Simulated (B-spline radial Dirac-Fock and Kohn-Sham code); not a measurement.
# Ionisation of each subshell: Ce

System: the free cerium atom, configuration [Xe] 4f1 5d1 6s1 6p1 (not the ground configuration); nuclear rms radius 4.8771 fm (A = 140).

Input file task.json (cfg lists n, l and occupation; rrms is the nuclear radius in fm):

```json
{"items": [{
  "Z": 58,
  "q": 0,
  "cfg": [[1, 0, 2], [2, 0, 2], [2, 1, 6], [3, 0, 2], [3, 1, 6], [3, 2, 10], [4, 0, 2], [4, 1, 6], [4, 2, 10], [4, 3, 1], [5, 0, 2], [5, 1, 6], [5, 2, 1], [6, 0, 1], [6, 1, 1]],
  "A": 140,
  "rrms": 4.8771,
  "do": ["binding"]
}]}
```

Command: `python xray_run.py task.json out`

These are calculated numbers from an atomic code on a B-spline grid; the model is relaxed Dirac-Fock hole states (ΔSCF) with Breit and QED corrections and a finite nucleus. No correlation. Energies are counted from the vacuum level. Subshells whose hole state is unreliable or did not converge are left out.

All terms are in eV, carry their sign (relaxation lowers the binding energy) and add up to the binding energy; ⟨r⟩ is the mean radius of the orbital in the initial state.

| subshell | −ε (Koopmans) | relaxation | Breit | self-energy | vacuum polarisation | binding energy | ⟨r⟩ (bohr) |
| --- | --- | --- | --- | --- | --- | --- | --- |
| K | 40679.9 | -72.30 | -103.12 | -62.20 | 9.29 | 40451.6 | 0.025 |
| L1 | 6622.7 | -39.77 | -10.24 | -8.01 | 1.11 | 6565.8 | 0.105 |
| L2 | 6236.1 | -43.64 | -17.15 | 0.41 | -0.01 | 6175.8 | 0.088 |
| L3 | 5788.1 | -41.94 | -11.11 | -0.32 | -0.05 | 5734.7 | 0.094 |
| M1 | 1473.7 | -18.94 | -1.57 | -1.70 | 0.23 | 1451.7 | 0.277 |
| M2 | 1309.2 | -19.58 | -2.80 | 0.08 | 0.00 | 1286.9 | 0.267 |
| M3 | 1219.1 | -18.87 | -1.61 | -0.05 | -0.02 | 1198.5 | 0.279 |
| M4 | 935.1 | -20.75 | -0.97 | 0.16 | -0.02 | 913.6 | 0.251 |
| M5 | 916.0 | -20.47 | -0.50 | 0.11 | -0.01 | 895.2 | 0.254 |
| N1 | 319.3 | -8.04 | -0.26 | -0.37 | 0.05 | 310.7 | 0.637 |
| N2 | 255.8 | -7.81 | -0.49 | 0.03 | 0.00 | 247.6 | 0.657 |
| N3 | 236.3 | -7.48 | -0.23 | 0.00 | 0.00 | 228.6 | 0.682 |
| N4 | 130.2 | -7.02 | -0.06 | 0.04 | 0.00 | 123.1 | 0.740 |
| N5 | 126.7 | -6.90 | 0.03 | 0.03 | 0.00 | 119.9 | 0.749 |
| N6,7 | 15.64 | -4.71 | 0.12 | 0.02 | 0.00 | 11.07 | 1.044 |
| O2 | 32.66 | -2.18 | -0.06 | 0.01 | 0.00 | 30.43 | 1.712 |
| O3 | 29.68 | -2.04 | -0.02 | 0.01 | 0.00 | 27.63 | 1.788 |
| O4,5 | 7.42 | -0.98 | 0.01 | 0.01 | 0.00 | 6.45 | 2.791 |
| P1 | 6.18 | -0.26 | 0.00 | -0.01 | 0.00 | 5.91 | 4.473 |
| P2,3 | 3.25 | -0.07 | 0.00 | 0.00 | 0.00 | 3.18 | 6.209 |

For the deepest level, K (1s), the Breit terms make up -0.255 % of the binding energy, QED -0.131 % and orbital relaxation -0.179 %.
